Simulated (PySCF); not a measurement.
Coordinates in bohr (charge 0 multiplicity 1):
```
V    -0.0004   -0.7745   -0.8116
O    -0.0014   -2.7665   -2.8992
I     0.0070    3.4680   -2.8694
I     3.8851   -1.4097    1.7831
I    -3.8917   -1.3992    1.7769
```

All numbers come from PBE0/[V def2-SVP, O def2-SVP, I def2-SVP with ECP28], scalar-relativistic core potentials, density fitting, no spin–orbit coupling, PySCF.

This geometry of VOI₃ is a stationary point at this level.

**Question.** What is the point group?

**Answer.** C3v.

**Question.** Is it a minimum?

**Answer.** Yes: all harmonic wavenumbers are real.

**Question.** List the harmonic modes with their infrared intensities.

**Answer.** 
```
symmetry  ω (cm⁻¹)  IR (km/mol, summed over degenerate members)     type
       e        62                                          0.4     bend
      a1        94                                          0.2     bend
       e       195                                          3.8     bend
      a1       216                                          0.7    mixed
       e       358                                          139    mixed
      a1      1192                                          133  stretch
```

**Question.** What are the dipole moment and the gap between the highest occupied and lowest empty levels?

**Answer.** 0.96 D and 3.49 eV.

In C3v the vibrations span 3e + 3a1.

Only a few start shapes were tried, so a lower isomer may exist.
